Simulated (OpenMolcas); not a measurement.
Mn4+ (d3) in a complex was computed by CASSCF with the d shell active (OpenMolcas, ANO-RCC-VTZP on the metal). Its lowest spin-free states, and all those of the highest spin:

| 2S+1 | Degeneracy | E (cm-1) |
| --- | --- | --- |
| 4 | 1 | 0.0 |
| 4 | 3 | 19328 |
| 2 | 2 | 21440 |
| 2 | 3 | 22542 |
| 4 | 3 | 29089 |
| 2 | 3 | 31071 |
| 2 | 1 | 36650 |
| 2 | 3 | 38769 |
| 2 | 3 | 40449 |
| 2 | 2 | 43068 |
| 4 | 3 | 45685 |
| 2 | 3 | 46343 |

Is the site octahedral, tetrahedral or cube-like, axial, or of lower symmetry?

The states with 2S+1 = 4 have orbital degeneracies 1, 3, 3, 3. Threefold states need a cubic site. For d3 at this spin an octahedron puts the single A2 below the threefold T2 and a tetrahedron or cube puts the threefold T1 below the threefold T2, so the site is octahedral. The first gap at this spin, 19300 cm-1, is |10Dq| in ligand-field theory. The run had Mn4+ with 6 ligands (fluoride) in octahedral coordination (Oh) at 1.84 Å. A charge of +0.333 e stands 2.6 Å behind each ligand. Ligand basis ANO-RCC-VDZP.

Without dynamic correlation the repulsion within the d shell is too large (B by tens of per cent), so at a given field states of lower spin stand too high. The least metal-like active orbital is 81 % on the metal (Löwdin) and no ligand orbital is active, so the numbers are rough. Ligand-to-metal charge-transfer states are missing. With no ligand orbital active B as a rule stays too high, so bands that hang on it stand too high and its fall with covalency is understated. With metal d orbitals alone and no dynamic correlation the field as a rule comes out too small, by tens of per cent, by up to half for chloride and softer ligands. No measured value stands beside these numbers; the geometry is a model, was not optimised and need not be the one that this ion takes.
